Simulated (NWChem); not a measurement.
Species: isopropylamine (C3H9N); SMILES CC(C)N

```xyz
13

C      0.6930     0.1115    -1.2576
C     -0.0224    -0.3589     0.0000
C      0.6930     0.1115     1.2576
N     -1.3779     0.1726     0.0000
H      1.7277    -0.2618    -1.2926
H      0.7129     1.2119    -1.2928
H      0.1795    -0.2451    -2.1653
H      0.0004    -1.4724     0.0000
H      0.1795    -0.2451     2.1653
H      0.7129     1.2119     1.2928
H      1.7277    -0.2618     1.2926
H     -1.8887    -0.1653     0.8140
H     -1.8887    -0.1653    -0.8140
```
Atoms are numbered in this order, from 1.

All runs: NWChem. All runs use the structure optimised with PBE0/def2-SVP.

### Question
Taking PBE/def2-TZVPP as the yardstick, which of these has the fewest basis functions while keeping “highest occupied level (eV)” within 0.2 eV of it: PBE/STO-3G; PBE/def2-SVP; PBE/def2-SVPD; PBE/def2-TZVP?

### Answer
PBE/def2-SVPD.
```csv
level,basis functions,highest occupied level (eV),relative time (rough)
PBE/STO-3G,29,-1.80,1
PBE/def2-SVP,101,-5.01,4
PBE/def2-SVPD,152,-5.45,10
PBE/def2-TZVP,178,-5.38,20
PBE/def2-TZVPP,250,-5.39,40
```

The yardstick is one finite set, not the basis-set limit.
